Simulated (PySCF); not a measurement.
Low-lying terms of Ar (argon, neutral)

Ground state [Ar], ¹S. Computed with PySCF 2.14 in def2-TZVPPD with one added diffuse shell each of s, p, d type (7s7p5d1f, 60 functions), with the non-relativistic Hamiltonian (point nucleus). Vertical excitation energies in eV without spin-orbit coupling; excited terms of each kind are numbered among those the solver found. Frozen: [Ne].

```json
{"term": "1 3P°", "leading excitation": "3p → s", "EOM-EE-CCSD": "11.486"}
{"term": "1 1P°", "leading excitation": "3p → s", "EOM-EE-CCSD": "11.689"}
{"term": "1 3S", "leading excitation": "3p → p", "EOM-EE-CCSD": "12.775"}
{"term": "1 3D", "leading excitation": "3p → p", "EOM-EE-CCSD": "13.010"}
{"term": "1 1D", "leading excitation": "3p → p", "EOM-EE-CCSD": "13.067"}
{"term": "1 3P", "leading excitation": "3p → p", "EOM-EE-CCSD": "13.132"}
{"term": "1 1P", "leading excitation": "3p → p", "EOM-EE-CCSD": "13.132"}
{"term": "1 1S", "leading excitation": "3p → p", "EOM-EE-CCSD": "13.329"}
{"term": "2 3P°", "leading excitation": "3p → d", "EOM-EE-CCSD": "13.985"}
{"term": "1 3F°", "leading excitation": "3p → d", "EOM-EE-CCSD": "14.184"}
{"term": "1 1F°", "leading excitation": "3p → d", "EOM-EE-CCSD": "14.326"}
{"term": "1 1D°", "leading excitation": "3p → d", "EOM-EE-CCSD": "14.408"}
{"term": "2 3S", "leading excitation": "3p → p", "EOM-EE-CCSD": "14.603"}
{"term": "2 1D", "leading excitation": "3p → p", "EOM-EE-CCSD": "14.845"}
```

The solver can miss terms. Rydberg members are limited by the diffuse functions of the basis.
